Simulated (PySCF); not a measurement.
**Fine-structure interval of Kr³¹⁺ by level of theory**

Kr³¹⁺ [He] 2s2 2p1 [2p1/2^1, M_J = 1/2] → Kr³¹⁺ [He] 2s2 2p1 [2p3/2^1, M_J = 3/2], as a difference of total energies. Calculation: PySCF 2.14, in an uncontracted even-tempered set (17 s from 12 bohr⁻², ratio 2.4; 12 p from 15 bohr⁻², ratio 2.4; 5 d from 51 bohr⁻², ratio 2.6; 4 f from 76 bohr⁻², ratio 2.6); the two-component X2C-1e Hamiltonian. Correlated levels: nothing frozen; the 34 highest virtual spinors dropped. "Screened" scales the spin-orbit matrix elements by Boettger's factors to mimic the two-electron term; Breit and QED terms are absent.

```
                    method  fine-structure interval (cm⁻¹)
 GHF (screened spin-orbit)                          508980
GMP2 (screened spin-orbit)                          505490
     GHF (bare spin-orbit)                          539550
```
